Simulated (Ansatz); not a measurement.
```xyz
11

C     1.0880   -2.0867   -0.6788
Zn   -0.0201   -0.5859   -0.1605
C    -1.1779    0.9326    0.3417
C    -0.3182    2.0844    0.6378
O     0.0858    2.8884   -0.1699
H     1.3726   -2.0093   -1.7306
H     2.0020   -2.1154   -0.0809
H     0.5582   -3.0314   -0.5369
H    -1.7747    0.6302    1.2052
H    -1.8081    1.1197   -0.5317
H    -0.0075    2.1734    1.7047
```

Charge 0, multiplicity 1.

Task: List the B3LYP/def2-TZVPP orbital energies in eV (Ansatz 0.2.0). (Estimate.)

Result: The calculation gave: Occupied: -9450.13, -1149.37, -1012.75, -1012.75, -1012.67, -519.88, -278.96, -276.75, -276.43, -131.95, -88.19, -88.19, -88.03, -28.16, -20.14, -18.63, -15.53, -14.24, -14.20, -14.16, -14.15, -14.08, -12.78, -11.72, -10.92, -10.85, -10.78, -10.59, -8.89, -7.49, -6.73. Lowest empty: -1.03, -0.56, -0.37, 0.22, 1.14, 1.96, 2.60, 2.72.

B3LYP here is the variant with VWN-RPA as its local correlation; programs differ in this.
